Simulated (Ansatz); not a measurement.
Stepwise reaction of `[OH][Sc]([OH])[Cl]` with hydrogen fluoride, as a gas-phase model of exchange steps in deposition or etching. ΔE in kJ/mol; ΔG adds harmonic PBE0-D4 terms to CCSD(T)/CBS, at 1 bar.

Computed with Ansatz on PBE0-D4/def2-TZVP structures; ΔE is electronic, products minus reactants. CCSD(T)/CBS is the MP2 limit (def2-TZVPP, def2-QZVPP) plus CCSD(T) − MP2 in def2-TZVPP, frozen cores. This one scheme is used for every species. DFT in def2-TZVPP. B3LYP here is the variant with VWN-RPA as its local correlation; programs differ in this. For Sc outer-core shells are correlated without core-valence functions, which leaves a few kJ/mol of doubt a bond. Scalar relativity is left out up to krypton. Each species was taken in one conformer, which may not be the lowest.

| step | reaction | PBE-D4 | B3LYP-D4 | ωB97M-V | CCSD(T)/CBS | ΔG(500 K) |
| --- | --- | --- | --- | --- | --- | --- |
| 1 | `[OH][Sc]([OH])[Cl]` + H–F → `[OH][Sc]([F])[Cl]` + H₂O | -55.7 | -53.2 | -53.2 | -44.9 | -46.0 |

(1) Give the row of step 2, `[OH][Sc]([F])[Cl]` + H–F → `[F][Sc]([F])[Cl]` + H₂O. (Best estimate.)

(2) By hand: ΔE of the 2 steps together at CCSD(T)/CBS.

Results:

(1) The calculation gave: 
| step | reaction | PBE-D4 | B3LYP-D4 | ωB97M-V | CCSD(T)/CBS | ΔG(500 K) |
| --- | --- | --- | --- | --- | --- | --- |
| 2 | `[OH][Sc]([F])[Cl]` + H–F → `[F][Sc]([F])[Cl]` + H₂O | -52.4 | -49.3 | -49.2 | -41.6 | -36.8 |

(2) (-44.9) + (-41.6) = -86.5 kJ/mol, or -43.2 kJ/mol a step.

In ΔE the steps differ by no more than 3.3 kJ/mol. All are downhill at CCSD(T)/CBS. ΔG lies between -46.0 and -36.8 kJ/mol a step. PBE-D4 differs from CCSD(T)/CBS by -10.8 to -10.8 kJ/mol a step. Isolated molecules leave out the surface, adducts and barriers. Largest T1 diagnostic: 0.016.
